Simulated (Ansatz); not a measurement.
`N=C(S)N[SiH2]F` + `BCS` → `BCS[SiH2]F` + `N=C(N)S`  (ligand exchange at the Si–N bond)

Isolated molecules relaxed with PBE0-D4/def2-TZVP in Ansatz; ΔE leaves out vibrations. CCSD(T)/CBS is the MP2 limit (def2-TZVPP, def2-QZVPP) plus CCSD(T) − MP2 in def2-TZVPP, frozen cores. Functionals use def2-TZVPP. Each species was taken in one conformer, which may not be the lowest.

**Question.** Is it downhill or uphill in electronic energy at CCSD(T)/CBS, and by how much? (Best estimate.)

**Answer.** The calculation gave: Nearly level: ΔE = +0.02 eV.

**Question.** What do these levels give: PBE-D4, CCSD(T)/def2-TZVPP, HF/def2-QZVPP, MP2/def2-QZVPP, SCS-MP2/def2-QZVPP, MP2/CBS(def2)? (Best estimate.)

**Answer.** Ansatz gave: PBE-D4 -0.10, CCSD(T)/def2-TZVPP 0.05, HF/def2-QZVPP 0.08, MP2/def2-QZVPP 0.02, SCS-MP2/def2-QZVPP 0.04, MP2/CBS(def2) 0.00 eV.

Largest T1 diagnostic among the species: 0.014.

From PBE to PBE0 (25 % exact exchange), in def2-TZVPP and without D4, ΔE moves by +0.03 eV.
